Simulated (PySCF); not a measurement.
# Gas-phase XPS of `CO[SiH2]P`, computed

Compound: CH₇OPSi.
Z-matrix (Å and degrees, PBE0-D3(BJ)/def2-SVP geometry), rows numbered from 1:
```
C 
O   1  1.4012
Si  2  1.6629  1  123.96
P   3  2.2677  2  109.87  1    57.43
H   1  1.1055  2  111.76  3    69.82
H   1  1.1059  2  112.19  3   -51.60
H   1  1.1005  2  108.70  3  -170.99
H   3  1.4880  2  105.81  1  -179.15
H   3  1.4994  2  111.35  1   -59.69
H   4  1.4302  3   91.98  2   178.95
H   4  1.4288  3   94.41  2    84.76
```

Level of theory: delta-SCF UKS SCAN, pcX-2 on the ionised atom, pcseg-1 elsewhere, spin-free X2C in PySCF 2.14.0. Binding energies are ΔSCF values: E(core-ionised, relaxed orbitals) − E(ground state) at a fixed geometry, referred to the vacuum level.

Problem. What binding energy does each computed site have?

Solution. 
```json
{"atom(s)": "C1", "environment": "methoxy carbon", "level": "C 1s", "binding energy (eV)": "292.45", "2p1/2 (eV)": "–", "count": "1"}
{"atom(s)": "O2", "environment": "silyl ether oxygen", "level": "O 1s", "binding energy (eV)": "538.11", "2p1/2 (eV)": "–", "count": "1"}
{"atom(s)": "Si3", "environment": "oxygen-bound silicon", "level": "Si 2p3/2", "binding energy (eV)": "107.27", "2p1/2 (eV)": "107.89", "count": "1"}
{"atom(s)": "Si3", "environment": "oxygen-bound silicon", "level": "Si 1s", "binding energy (eV)": "1847.16", "2p1/2 (eV)": "–", "count": "1"}
{"atom(s)": "P4", "environment": "three-coordinate phosphorus", "level": "P 2p3/2", "binding energy (eV)": "136.31", "2p1/2 (eV)": "137.21", "count": "1"}
{"atom(s)": "P4", "environment": "three-coordinate phosphorus", "level": "P 1s", "binding energy (eV)": "2149.86", "2p1/2 (eV)": "–", "count": "1"}
```

Problem. Which photon energy gives electrons from Si 1s of Si3 a kinetic energy of 50 eV, and what is their de Broglie wavelength?

Solution. hν = 1847.16 + 50 = 1897.16 eV, recoil neglected; λ = 12.264 Å/√(E/eV) = 1.73 Å.

The 2p values aren't plain energy differences: one relaxed spin-free 2p hole is combined with a matrix within the shell (ground-state 2p orbital-energy differences and spin–orbit coupling). 2p3/2, the mean of its two sublevels, lies a third of the splitting below the shell's mean and 2p1/2 two thirds above it; the statistical areas are 2:1. 2p1/2 minus 2p3/2 (ligand field included): Si 0.62 eV, P 0.89 eV. Isolated species at its PBE0-D3(BJ)/def2-SVP geometry (one conformer only).
